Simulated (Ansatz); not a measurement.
Wavefunction ladder for `[SiH3][SiH](Br)Br`

```xyz
8

Si    0.738    0.018   -1.008
Si   -0.543    0.127    0.940
Br   -0.369   -1.804    2.021
Br   -2.662    0.493    0.384
H     2.156   -0.240   -0.649
H     0.211   -1.092   -1.842
H     0.628    1.306   -1.741
H    -0.158    1.192    1.895
```

Charge 0, multiplicity 1. Correlated methods include outer-core shells of Br, which these sets cover unevenly. Scalar relativity is left out up to krypton. All single points use the PBE0-D4/def2-TZVP geometry. Frozen core, restricted reference, Ansatz 0.2.0.

```
     basis      HF (Eh)  MP2 corr.
  def2-SVP  -5724.30410   -0.65651
def2-TZVPP  -5725.14560   -0.79522
def2-QZVPP  -5725.26213   -1.45142
```

Q: Estimate the CCSD correlation energy and the (T) correction in each basis where they were run (hartree).

A: 
```json
{"basis": "def2-SVP", "CCSD corr.": "-0.69375", "(T)": "-0.01666"}
{"basis": "def2-TZVPP", "CCSD corr.": "-0.83793", "(T)": "-0.03004"}
```
